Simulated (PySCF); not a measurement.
# How methods differ on the ionisation energy of Co²⁺

Co²⁺ [Ar] 3d7 (4F) → Co³⁺ [Ar] 3d6 (5D), as a difference of total energies. Computed with PySCF 2.14 in aug-cc-pVTZ with one added diffuse shell each of s, p, d, f, g type (9s8p6d4f3g, 118 functions), with the non-relativistic Hamiltonian (point nucleus). Correlated levels: valence: [Ar] frozen. The calculations carry no spin-orbit coupling.

Order these methods by the ionisation energy they give, lowest first.
A. PBE
B. MN15
C. r2SCAN
D. MP2 (valence)

D (33.308 eV), B (33.626 eV), C (33.996 eV), A (34.370 eV).

A first-order spin-orbit estimate (lowest level to lowest level, LS coupling) adds 0.030 eV.

These non-relativistic numbers lack the scalar-relativistic shift.

Errors of the correlated levels include the incompleteness of this basis and the frozen core.

For comparison: 33.5 ± 0.06 eV (semi-empirical (NIST evaluation); NIST Atomic Spectra Database, ionization energies).
